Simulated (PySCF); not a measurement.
Homolysis of single bonds, series B I-H. Isolated molecules, 0 K electronic values unless said otherwise. Strings in code marks are SMILES.

Level of theory: PBE-D3(BJ)/def2-TZVP // PBE0-D3(BJ)/def2-TZVP in PySCF. 

```tsv
species	dipole moment (D)
whole molecule (`IB(I)I`)	…
radical fragment (`[BH]I`)	0.68
whole molecule (`BI`)	0.15
whole molecule (`B`)	0.00
```

Some entries are withheld; supply them.


- whole molecule (`IB(I)I`), dipole moment (D): 0.00
